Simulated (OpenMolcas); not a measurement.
SiCNClF2: a line through the functionals

The species is SiCNClF2 (6 atoms), meant as a singlet with charge 0. SMILES: `N#C[Si](F)(F)Cl`. The shape is that of a PBE0-D4/def2-TZVP optimisation.

The HOMO–LUMO gap y, in eV, basis cc-pVDZ; a is the functional's share of exact exchange. Programs: OpenMolcas 26.06.

| functional | program | a | y (eV) |
| --- | --- | --- | --- |
| BLYP | OpenMolcas | 0 | 6.76 |
| TPSS | OpenMolcas | 0 | 7.00 |
| B3LYP | OpenMolcas | 0.2 | ? |
| PBE0 | OpenMolcas | 0.25 | 9.22 |
| BHLYP | OpenMolcas | 0.5 | 11.63 |

Question: Fit y = c + s·a to the known rows and predict B3LYP.

Answer: 
1. Means of the 4 rows: a = 0.1875, y = 8.652.
2. Σ(Δa)² = 0.17188, Σ(Δa·Δy) = 1.6306, so the slope is 1.6306/0.17188 = 9.4869.
3. Intercept: 8.652 − (9.4869) × 0.1875 = 6.873. The largest residual of the fit is 0.13.
4. B3LYP: 6.873 + (9.4869) × 0.2 = 8.77 eV.

The run gave 8.72 eV, so the prediction is off by +0.05 eV, within the largest residual. Exact exchange lowers occupied levels and raises empty ones. The rows mix families of semi-local functionals, which the line can't see.
